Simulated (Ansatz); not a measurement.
Basis sets compared for `FC(F)(F)Sc1ccc(Sc2ccc(Sc3ccc(C(F)(F)F)cc3)cc2)cc1`. Charge 0, multiplicity 1. Geometry PBE-D4/def2-SVP. Ansatz on 2 threads of AMD EPYC 7R13 on a shared host and a share (18 GiB) of an NVIDIA H100 80GB HBM3; times are rough, and most runs start from earlier orbitals.

```tsv
atom	x (Å)	y (Å)	z (Å)
F1	-5.3640	-0.0179	-2.8701
C2	-5.5161	0.6360	-4.0412
F3	-6.6577	0.2225	-4.6171
F4	-4.4818	0.2788	-4.8282
S5	-5.6317	2.4548	-3.8196
C6	-4.0278	2.7144	-3.0713
C7	-3.8620	2.5556	-1.6811
C8	-2.6115	2.7684	-1.0931
C9	-1.5073	3.1268	-1.8958
S10	0.0976	3.4885	-1.2166
C11	0.2647	2.3114	0.1093
C12	0.8944	2.7408	1.2936
C13	1.1418	1.8293	2.3301
C14	0.7283	0.4904	2.2087
S15	0.9534	-0.6222	3.5849
C16	2.0644	-1.8507	2.9339
C17	2.1738	-3.0549	3.6641
C18	3.0570	-4.0532	3.2452
C19	3.8343	-3.8720	2.0868
C20	4.7329	-4.9807	1.6029
F21	4.0540	-5.8792	0.8422
F22	5.2752	-5.6734	2.6348
F23	5.7520	-4.5114	0.8428
C24	3.7259	-2.6740	1.3608
C25	2.8532	-1.6641	1.7807
C26	0.0767	0.0663	1.0300
C27	-0.1309	0.9615	-0.0220
C28	-1.6751	3.2868	-3.2868
C29	-2.9325	3.0889	-3.8704
H30	-4.7254	2.2718	-1.0620
H31	-2.4897	2.6586	-0.0058
H32	1.1933	3.7943	1.4012
H33	1.6502	2.1583	3.2484
H34	1.5581	-3.2070	4.5637
H35	3.1440	-4.9856	3.8216
H36	4.3438	-2.5240	0.4637
H37	2.7886	-0.7256	1.2127
H38	-0.2510	-0.9798	0.9363
H39	-0.6164	0.6180	-0.9472
H40	-0.8104	3.5527	-3.9134
H41	-3.0663	3.2008	-4.9562
```

Single mean-field runs in def2-SVP, def2-TZVP are fitted with def2-universal-jkfit.

Binding counts from free atoms (F doublet, C triplet, S triplet, H doublet) in the same basis, without a counterpoise term.

```csv
level,functions,energy (Eh),HOMO (eV),LUMO (eV),binding per atom (eV),wall time
PBE-D4/def2-SVP,478,-2559.6669,-5.39,-2.42,5.32,3.9 s
PBE0-D4/def2-SVP,478,-2559.8064,-6.43,-1.68,5.16,4.7 s
```

Q: Estimate the rows for PBE-D4/def2-TZVP (with forces), PBE0-D4/def2-TZVP.

A: 
```tsv
level	functions	energy (Eh)	HOMO (eV)	LUMO (eV)	binding per atom (eV)	wall time
PBE-D4/def2-TZVP (with forces)	989	-2561.6216	-5.49	-2.59	5.23	7 s
PBE0-D4/def2-TZVP	989	-2561.7505	-6.46	-1.80	5.08	11 s
```
